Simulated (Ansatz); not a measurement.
Relaxation of C4H13NSi (19 atoms, charge 0, multiplicity 1), to a largest force component of 0.02 eV/Å in at most 50 steps.

These are results of RKS PBE-D4/6-31G in Ansatz 0.2.0, not measurements.

```xyz
19
Properties=species:S:1:pos:R:3
C 1.947 0.300 -0.226
C 0.826 -0.554 0.382
N 1.397 -1.851 0.674
C -0.305 -0.768 -0.551
C -1.158 0.475 -0.968
Si -2.126 1.373 0.386
H 2.258 -0.037 -1.205
H 1.565 1.381 -0.391
H 2.781 0.435 0.456
H 1.449 -1.812 -0.364
H 2.196 -1.729 1.359
H 0.769 -2.436 1.181
H -1.120 -1.463 -0.091
H -0.055 -1.251 -1.453
H -1.885 0.171 -1.716
H -0.483 1.233 -1.419
H -1.185 1.892 1.428
H -2.885 2.521 -0.172
H -3.081 0.408 1.030
```

Task: Where does it end, and by what steps?

Result: The run converged. Limits of this set-up: no polarisation functions. After 12 steps the energy has fallen by 2.382 eV; H19 moved furthest, 0.91 Å.

| step | energy less start (eV) | largest force component (eV/Å) | accepted |
| --- | --- | --- | --- |
| 0 | 0.0000 | 5.925 | yes |
| 1 | -1.5866 | 2.332 | yes |
| 2 | -2.1478 | 0.627 | yes |
| 3 | -2.2725 | 0.317 | yes |
| 4 | -2.3336 | 0.191 | yes |
| 5 | -2.3537 | 0.284 | yes |
| 6 | -2.3666 | 0.139 | yes |
| 7 | -2.3586 | 0.191 | no |
| 8 | -2.3773 | 0.060 | yes |
| 9 | -2.3791 | 0.072 | yes |
| 10 | -2.3811 | 0.047 | yes |
| 11 | -2.3816 | 0.061 | yes |
| 12 | -2.3817 | 0.006 | yes |

```xyz
19
Properties=species:S:1:pos:R:3
C 1.801 0.399 -0.165
C 0.616 -0.424 0.293
N 1.203 -1.755 0.758
C -0.357 -0.749 -0.827
C -1.209 0.495 -1.150
Si -1.800 1.277 0.523
H 2.396 -0.090 -0.995
H 1.456 1.374 -0.551
H 2.510 0.624 0.656
H 1.794 -2.304 0.031
H 1.818 -1.585 1.567
H 0.433 -2.372 1.055
H -1.052 -1.551 -0.491
H 0.141 -1.140 -1.764
H -2.081 0.250 -1.783
H -0.616 1.249 -1.701
H -0.820 2.205 1.209
H -3.012 2.160 0.190
H -2.315 0.228 1.489
```

Run time: 45 s on 2 threads of Intel(R) Xeon(R) CPU @ 2.80GHz (Skylake/Cascade Lake), on a shared host, peak memory 0.18 GiB.
